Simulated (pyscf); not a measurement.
# F–Ga, singlet

Gas-phase minimum from PySCF at ωB97X-D3(BJ)/def2-SVP, one conformer. 

SMILES: [F][Ga]
```xyz
2

F      0.5734    -0.2206    -0.3986
Ga     1.8329     1.0352    -0.4125
```

Bond lengths (Å): F1–Ga2 1.779.

Properties at ωB97X-D3(BJ)/def2-SVP:

```
Item                                                                                                                             Value
---------------------------------------------------------------------------------------------------------------------  ---------------
Harmonic wavenumbers, unscaled                                                                                                667 cm⁻¹
Zero-point energy                                                                                                         1.0 kcal/mol
Rotational symmetry number                                                                                                           1
Entropy of this conformer at 298 K and 1 atm, rigid rotor and harmonic oscillator, modes under 100 cm⁻¹ raised to 100  227.4 J/(mol K)
Dipole moment                                                                                                                   1.82 D
```

Single-point totals, which compare only within one level (frozen core for MP2 and CC):

| level | total energy (hartree) |
|---|---|
| ωB97X-D3(BJ)/def2-TZVP | -2024.75319 |
| PBE/def2-TZVP | -2024.41513 |
| r²SCAN/def2-TZVP | -2024.74181 |
| B3LYP-D3(BJ)/def2-TZVP | -2024.85368 |
| PBE0-D3(BJ)/def2-TZVP | -2024.44709 |
| M06-2X/def2-TZVP | -2024.75814 |
| ωB97M-D3(BJ)/def2-TZVP | -2024.84427 |
| HF/def2-TZVPP | -2022.78991 |
| MP2/def2-TZVPP | -2023.24236 |
| CCSD/def2-TZVPP | -2023.24019 |
| CCSD(T)/def2-TZVPP | -2023.25642 |

The CCSD(T) − MP2 part came from Ansatz, without density fitting, on the same reference. The frozen core leaves the outer d or s,p core shells of the metals and heavy elements correlated in the MP2 and CC values, and def2-TZVPP describes them poorly, so these totals are far from the basis limit. Elements up to Kr have no core potential and no relativistic terms here.
